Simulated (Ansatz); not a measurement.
Basis-set extrapolation for BCl₃H₅NSi, SMILES `[SiH3][NH2+][B-](Cl)(Cl)Cl` (PBE0-D4/def2-TZVP geometry, frozen core, Ansatz). Multiplicity 1, RHF reference.

|  | def2-TZVPP | def2-QZVPP |
| --- | --- | --- |
| HF | -1749.722110 | -1749.772750 |
| MP2 correlation | -1.033590 | -1.125314 |
| CCSD(T) correlation | -1.150619 | not run |

Energies in hartree. Use E(X) = E(∞) + A·exp(−7.88·√X) for Hartree–Fock and E(X) = E(∞) + B·X^(−2.97) for correlation, with X = 3 and 4, and add CCSD(T) minus MP2 of the smaller set to the MP2 limit.

Problem. What is the CCSD(T) energy at the basis-set limit?

Solution. HF limit: -1749.772750 + (-0.050640) × 0.13774 = -1749.77973. MP2 limit: -1.125314 + (-0.091724) × 0.74074 = -1.19326. Higher-order term: -1.150619 − (-1.033590) = -0.11703. Total: -1751.09002 hartree, 5.91 eV below CCSD(T)/def2-TZVPP.
